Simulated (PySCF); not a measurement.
## Electron correlation in Be⁺ (beryllium, charge +1)

[He] 2s1, 2S determinant. Calculation: PySCF 2.14, in aug-cc-pCVTZ (7s6p4d2f, 59 functions); the non-relativistic Hamiltonian (point nucleus). Frozen: nothing; 3 electrons correlated.

```tsv
level	correlation energy (mhartree)
CCSD	-43.17
(T)	-0.02
CCSD(T)	-43.19
```

Diagnostics: T1 = 0.0015, D1 = 0.0036, largest double amplitude 0.016.

Problem. Is a single reference adequate?

Solution. Yes: T1 lies below 0.03 and no double amplitude reaches 0.07.
